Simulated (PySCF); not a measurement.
# Simulated characterisation data

[PySCF 2.14: shielding tensors at PBE0/pcSseg-1 (GIAO); GFN2-xTB structure; non-relativistic; one conformer; no solvent; equivalent nuclei averaged]

Chemical shifts δ = σref − σ; 1H (σref 31.72), 13C (σref 186.93) vs TMS, all at this level. Where no couplings were computed, multiplicities follow the n + 1 count of equivalent neighbours, and m marks all less simple cases (inequivalent or close neighbours, rings, F or P nearby). Shifts are as computed. Against solution values, carbons near 30 ppm lie about +3 ppm off and those near 130 ppm about +5 ppm. Of 1313 compounds with measured shifts, 239 miss one by over three times the rms of a fit or turn the order of signals round; such compounds aren't used in these exercises.

Compound 1 (C₇H₇N). 1H NMR (400 MHz, computed): δ 5.94 (br s, 1H), 5.86 (br s, 1H), 5.59 (br s, 1H), 5.36 (br s, 1H), 3.35 (m, 1H), 3.05 (m, 1H), 2.98 (m, 1H). 13C{1H} NMR (computed): δ 151.7 (C), 151.6 (C), 125.1 (C), 116.5 (CH2), 115.0 (CH2), 35.9 (CH2), 26.6 (CH). Structure: `C=C1C[C@H](C#N)C1=C`.

Compound 2 (C₇H₇N). 1H NMR (400 MHz, computed): δ 6.84 (m, 2H), 6.37 (m, 2H), 2.21 (s, 3H). 13C{1H} NMR (computed): δ 127.8 (CH), 116.0 (CH), 80.1 (C), 68.4 (C), 4.0 (CH3). Structure: SMILES CC#Cn1cccc1.
